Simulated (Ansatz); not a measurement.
`CCC(CC(C)c1ccc(Cl)cc1)c1ccc(Cl)cc1` was relaxed with r2SCAN-D4 (def2-SVP) in Ansatz in these states: charge +1 doublet, charge -1 doublet, neutral singlet. The geometries follow in no particular order.

A:

Cartesian coordinates in Å:
```
C -2.699 -3.123 -0.288
C -1.324 -2.557 -0.620
C -1.200 -1.041 -0.380
C 0.172 -0.534 -0.856
C 0.430 0.970 -0.648
C -0.582 1.845 -1.394
C 1.861 1.305 -1.018
C 2.806 1.602 -0.023
C 4.137 1.887 -0.339
C 4.534 1.873 -1.679
Cl 6.191 2.227 -2.091
C 3.618 1.580 -2.694
C 2.293 1.299 -2.356
C -1.465 -0.679 1.068
C -2.586 0.080 1.434
C -2.839 0.419 2.767
C -1.952 -0.011 3.756
Cl -2.250 0.404 5.422
C -0.827 -0.773 3.425
C -0.594 -1.099 2.088
H -3.487 -2.625 -0.878
H -2.945 -2.984 0.777
H -2.750 -4.201 -0.507
H -0.549 -3.078 -0.027
H -1.079 -2.759 -1.679
H -1.982 -0.550 -0.988
H 0.284 -0.776 -1.929
H 0.967 -1.102 -0.338
H 0.322 1.178 0.432
H -0.609 1.608 -2.471
H -1.599 1.702 -0.997
H -0.330 2.912 -1.290
H 2.493 1.612 1.027
H 4.864 2.118 0.443
H 3.946 1.573 -3.737
H 1.584 1.070 -3.159
H -3.284 0.415 0.659
H -3.715 1.011 3.041
H -0.144 -1.103 4.212
H 0.290 -1.696 1.839
```

B:

```xyz
40

C    -0.0591    1.6993   -3.7209
C    -0.7645    0.8696   -2.6572
C     0.1892    0.3709   -1.5380
C    -0.6038   -0.5505   -0.5807
C     0.2503   -1.1239    0.5835
C     1.4408   -1.9420    0.0911
C    -0.6818   -1.8679    1.4946
C    -1.5120   -1.1336    2.3828
C    -2.4113   -1.7667    3.2219
C    -2.5097   -3.1746    3.1742
Cl   -3.6172   -3.9751    4.2005
C    -1.7039   -3.9329    2.2974
C    -0.8026   -3.2787    1.4720
C     0.8405    1.5102   -0.8144
C     2.2402    1.7049   -0.8716
C     2.8492    2.7691   -0.2225
C     2.0492    3.6714    0.5074
Cl    2.7855    4.9897    1.3134
C     0.6498    3.5072    0.5817
C     0.0626    2.4381   -0.0755
H     0.7704    1.1400   -4.1829
H     0.3533    2.6321   -3.3045
H    -0.7604    1.9724   -4.5236
H    -1.5887    1.4462   -2.2007
H    -1.2297   -0.0206   -3.1135
H     0.9820   -0.2233   -2.0237
H    -1.0312   -1.3834   -1.1663
H    -1.4614    0.0082   -0.1685
H     0.6276   -0.2461    1.1486
H     1.1373   -2.7116   -0.6371
H     2.1793   -1.2971   -0.4053
H     1.9547   -2.4407    0.9265
H    -1.4225   -0.0429    2.4175
H    -3.0371   -1.2035    3.9177
H    -1.7984   -5.0211    2.2831
H    -0.1780   -3.8702    0.7986
H     2.8538    1.0082   -1.4510
H     3.9296    2.9217   -0.2712
H     0.0522    4.2262    1.1466
H    -1.0243    2.3209   -0.0297
```

C:

```csv
atom,x (Å),y (Å),z (Å)
C1,0.7289,-1.4562,3.7910
C2,-0.2658,-1.1868,2.6692
C3,0.2586,-0.2099,1.5986
C4,-0.8577,0.0934,0.5813
C5,-0.4609,1.0224,-0.5785
C6,-0.0392,2.4104,-0.0852
C7,-1.5771,1.0835,-1.6061
C8,-1.4156,0.4494,-2.8461
C9,-2.4648,0.4501,-3.8106
C10,-3.6526,1.1030,-3.4859
Cl11,-4.9666,1.1159,-4.6728
C12,-3.8516,1.7478,-2.2654
C13,-2.7905,1.7298,-1.3163
C14,1.5220,-0.7243,0.9403
C15,2.7371,-0.0711,1.1263
C16,3.9461,-0.5361,0.5442
C17,3.8688,-1.7025,-0.2488
Cl18,5.3560,-2.3147,-0.9870
C19,2.6799,-2.3790,-0.4641
C20,1.4835,-1.8968,0.1301
H21,1.0097,-0.5208,4.3057
H22,1.6549,-1.9000,3.3925
H23,0.3128,-2.1439,4.5463
H24,-0.5335,-2.1388,2.1744
H25,-1.2079,-0.7824,3.0862
H26,0.5195,0.7317,2.1201
H27,-1.7243,0.5285,1.1153
H28,-1.2156,-0.8578,0.1477
H29,0.4136,0.5631,-1.0727
H30,-0.8308,2.8830,0.5220
H31,0.8711,2.3488,0.5319
H32,0.1730,3.0770,-0.9363
H33,-0.4734,-0.0617,-3.0691
H34,-2.3511,-0.0397,-4.7798
H35,-4.7999,2.2465,-2.0542
H36,-2.9307,2.2298,-0.3526
H37,2.7612,0.8313,1.7503
H38,4.8969,-0.0227,0.6939
H39,2.6736,-3.2753,-1.0905
H40,0.5423,-2.4250,-0.0453
```

Task: Judge from the bond lengths which geometry belongs to which state (an estimate).

Result: A is the neutral singlet (C10–Cl11 1.744 Å, C17–Cl18 1.743 Å, C8–C9 1.397 Å); B is the charge +1 doublet (C10–Cl11 1.709 Å, C17–Cl18 1.712 Å, C8–C9 1.383 Å); C is the charge -1 doublet (C10–Cl11 1.771 Å, C17–Cl18 1.770 Å, C8–C9 1.425 Å).

At r2SCAN-D4/def2-SVP the highest occupied level of the relaxed charge -1 doublet lies above zero (up to 1.97 eV). By energy differences, losing it releases 0.43 eV (each at its own geometry, to the charge 0 singlet, at PBE0-D4/def2-TZVP). At r2SCAN-D4/def2-SVP the gap within one spin of the relaxed charge -1 doublet nearly closes, so an electron or hole may be smeared out by delocalisation error.
